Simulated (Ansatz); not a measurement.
GeFCl3, SMILES [F][Ge]([Cl])([Cl])[Cl].

Geometry: B3LYP-D3(BJ)/def2-SVP.

Two levels are set side by side: PBE/def2-SVPD (Ansatz, a program for electronic structure) and CAM-B3LYP/def2-SVPD (Ansatz). Energy differences of separate SCF runs at the same geometry; the states with an electron removed or added have multiplicity 2 and 2. Differences are taken from unrounded values.

```json
[
 {"quantity": "vertical ionisation energy (eV)", "PBE": "11.36"},
 {"quantity": "vertical electron affinity (eV)", "PBE": "1.00"},
 {"quantity": "vertical singlet–triplet gap (eV)", "PBE": "4.91"}
]
```

**Question.** These are the PBE values. What does CAM-B3LYP give? (Estimate from the structure and the level; the computed values follow.)

**Answer.** 
```csv
quantity,CAM-B3LYP,PBE minus CAM-B3LYP
vertical ionisation energy (eV),12.31,-0.95
vertical electron affinity (eV),0.88,0.11
vertical singlet–triplet gap (eV),5.87,-0.96
```
